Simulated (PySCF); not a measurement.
# UHF on Sc⁺ (scandium, charge +1)

Configuration: [Ar] 3d1 4s1, high-spin 3D determinant. Calculation: PySCF 2.14, in Sapporo-DKH3-DZP-2012 (6s5p3d1f, 43 functions); scalar relativity by spin-free X2C-1e.

- Total energy: -763.069282 hartree
- One-electron energy: -1039.5613 hartree
- Hartree (Coulomb) energy: 314.7157 hartree
- Exchange energy: -38.2237 hartree
- ⟨S²⟩: 2.0013
- ⟨L²⟩: 6.015
- Sum of ⟨r⟩: 16.98 bohr
- Sum of ⟨r²⟩: 30.49 bohr²
- Traceless quadrupole moment −½Σ⟨3z² − r²⟩ along its main axis: 0.712 e·bohr²
- Langevin diamagnetic susceptibility: -24.2 ×10⁻⁶ cm³/mol
- Time after the integrals: 0.12 s of wall time on 1 thread of Neoverse-V2 (shared host)

```json
{"shell": "1s α", "electrons": "1", "mean orbital energy (eV)": "-4546.5", "spread (eV)": "0", "rms radius, mean of both spins (bohr)": "0.0844"}
{"shell": "1s β", "electrons": "1", "mean orbital energy (eV)": "-4546.4", "spread (eV)": "0", "rms radius, mean of both spins (bohr)": "0.0844"}
{"shell": "2s α", "electrons": "1", "mean orbital energy (eV)": "-531.30", "spread (eV)": "0", "rms radius, mean of both spins (bohr)": "0.371"}
{"shell": "2s β", "electrons": "1", "mean orbital energy (eV)": "-530.83", "spread (eV)": "0", "rms radius, mean of both spins (bohr)": "0.371"}
{"shell": "2p α", "electrons": "3", "mean orbital energy (eV)": "-434.04", "spread (eV)": "0.078", "rms radius, mean of both spins (bohr)": "0.340"}
{"shell": "2p β", "electrons": "3", "mean orbital energy (eV)": "-433.65", "spread (eV)": "0.496", "rms radius, mean of both spins (bohr)": "0.340"}
{"shell": "3s α", "electrons": "1", "mean orbital energy (eV)": "-78.317", "spread (eV)": "0", "rms radius, mean of both spins (bohr)": "1.15"}
{"shell": "3s β", "electrons": "1", "mean orbital energy (eV)": "-76.507", "spread (eV)": "0", "rms radius, mean of both spins (bohr)": "1.15"}
{"shell": "3p α", "electrons": "3", "mean orbital energy (eV)": "-50.819", "spread (eV)": "0.984", "rms radius, mean of both spins (bohr)": "1.27"}
{"shell": "3p β", "electrons": "3", "mean orbital energy (eV)": "-48.811", "spread (eV)": "1.523", "rms radius, mean of both spins (bohr)": "1.27"}
{"shell": "3d α", "electrons": "1", "mean orbital energy (eV)": "-16.348", "spread (eV)": "0", "rms radius, mean of both spins (bohr)": "1.86"}
{"shell": "4s α", "electrons": "1", "mean orbital energy (eV)": "-12.285", "spread (eV)": "0", "rms radius, mean of both spins (bohr)": "3.71"}
```

Densities and radii are taken from the X2C orbitals without a picture-change correction, which distorts them close to the nucleus.
